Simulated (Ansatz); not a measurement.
```yaml
crystal:
  periodic: [false, false, false]
  atoms:
    - {symbol: C, position_ang: [-0.546358, -1.720962, 0.842632]}
    - {symbol: C, position_ang: [-0.205914, -0.446710, 0.695360]}
    - {symbol: F, position_ang: [-0.456651, 0.423893, 1.697128]}
    - {symbol: B, position_ang: [0.461572, 0.158546, -0.574910]}
    - {symbol: F, position_ang: [0.763188, -0.680023, -1.561091]}
    - {symbol: P, position_ang: [0.984105, 1.992442, -0.694330]}
    - {symbol: H, position_ang: [-0.339230, -2.413807, 0.038017]}
    - {symbol: H, position_ang: [-1.024707, -2.089187, 1.742703]}
    - {symbol: H, position_ang: [0.636136, 2.181052, -2.053378]}
    - {symbol: H, position_ang: [-0.189042, 2.543657, -0.129130]}
basis:
  gaussian: {orbitals: def2-TZVP}
hamiltonian: {xc: {name: HF}}
correlation: {method: mp2, frozen_orbitals: {C: 9}}
```

```sh
$ ansatz run in.yaml --threads 4 --pin off --events-out ev --progress --plain --max-ram 10444MiB
```

Shortened log:

```
Functional definition: HF
Error: "frozen_orbitals" has no count for F
```

Question: Something in this input is off. What?

Answer: Frozen orbitals are typed for one element alone, and the program wants a count for each. The program refused the input.
